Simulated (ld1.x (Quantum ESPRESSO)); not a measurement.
# Which change was made? (Ne, TM)

- Element: Ne
- Generator: ld1.x (Quantum ESPRESSO) 7.5
- Type: norm-conserving Troullier–Martins (Kleinman–Bylander form)
- Functional: PBEsol
- Relativity: non-relativistic
- Frozen core: [He]
- Valence charge: 8
- Reference configuration: 2s2 2p5 (charge +1)
- Partial waves: 2s (bound): rc 0.60 bohr; 2p (bound): rc 1.60 bohr
- Local potential: the p channel
- Core correction: none

Cutoffs, loose and tight: the cutoffs (Ry, on a coarse ladder) from which the occupation-weighted sum of valence levels, in a spherical-Bessel basis at the reference potential, stays within 10 and 1 mRy of its value at 400 Ry. They do not see the model core or the augmentation charge, which bear on the density cutoff. Test errors are all-electron minus pseudo excitation energies from the reference, over the configurations 2s2 2p6; 2s2 2p4; 2s2 2p3; 2s2 2p5.5; 2s2 2p2; 2s1 2p6; variants that change the core or the reference have their own tests.

The base gives: outcome: generated; cutoff, loose: 200 Ry; cutoff, tight: over 300 Ry; bound ghosts: none; largest test error (meV): +3333.

Task: After one change the result is: outcome: generated; cutoff, loose: 200 Ry; cutoff, tight: over 300 Ry; bound ghosts: none; largest test error (meV): +5310. Which change was it?
A. wave 2p (bound): rc 1.60 bohr becomes 2p (bound): rc 1.84 bohr
B. wave 2p (bound): rc 1.60 bohr becomes 2p (bound): rc 2.02 bohr
C. wave 2p (bound): rc 1.60 bohr becomes 2p (bound): rc 1.44 bohr
D. wave 2p (bound): rc 1.60 bohr becomes 2p (bound): rc 1.02 bohr

Result: A. The others give: wave 2p (bound): rc 1.60 bohr becomes 2p (bound): rc 2.02 bohr → outcome: generated; cutoff, loose: 200 Ry; cutoff, tight: over 300 Ry; bound ghosts: none; largest test error (meV): +7400 | wave 2p (bound): rc 1.60 bohr becomes 2p (bound): rc 1.44 bohr → outcome: generated; cutoff, loose: 200 Ry; cutoff, tight: over 300 Ry; bound ghosts: none; largest test error (meV): +2216 | wave 2p (bound): rc 1.60 bohr becomes 2p (bound): rc 1.02 bohr → outcome: generated; cutoff, loose: 230 Ry; cutoff, tight: over 300 Ry; bound ghosts: none; largest test error (meV): +473.
